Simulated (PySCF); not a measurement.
Worked example: chemical shift, span and skew from a shielding tensor

AlFH6Si2, SMILES [Al]([F])([SiH3])[SiH3]. Atoms are numbered in the order given.

```xyz
10

Al    -0.3513    -0.2299     0.0284
F     -1.7535    -1.1434     0.1400
Si    -0.4958     1.8306    -1.3002
H      0.8382     2.1770    -1.8824
H     -0.9106     2.9737    -0.4262
H     -1.4838     1.7219    -2.4158
Si     1.6186    -1.0980     1.2104
H      2.4840     0.0263     1.6855
H      2.4447    -1.9311     0.2795
H      1.2550    -1.9440     2.3870
```
Charge 0, spin multiplicity 1.

Coordinates come from a B3LYP-D3(BJ)/def2-SVP optimisation. The structure was generated by enumeration; whether it is a known compound was not checked.

GIAO shieldings from B3LYP/pcSseg-1 (PySCF), non-relativistic, no solvent. The symmetric part of the tensor of Si3 has the principal values 453.6, 469.4, 476.8 ppm. The same nucleus in TMS has σ = 338.7 ppm at this level (PySCF, at its B3LYP-D3(BJ)/def2-TZVP geometry).

**Question.** Work out the isotropic shielding, the ²⁹Si shift against TMS, the span and the skew.

**Answer.** 
σ(iso) = (σ11 + σ22 + σ33)/3 = 466.6 ppm. δ = σ(ref) − σ(iso) = 338.7 − (466.6) = -127.9 ppm.
Span Ω = σ33 − σ11 = 23.2 ppm. Skew κ = 3(σ(iso) − σ22)/Ω = -0.36. Tumbling in solution averages the tensor to δ; in a static solid the shielding alone would spread this spin-1/2 line over Ω.
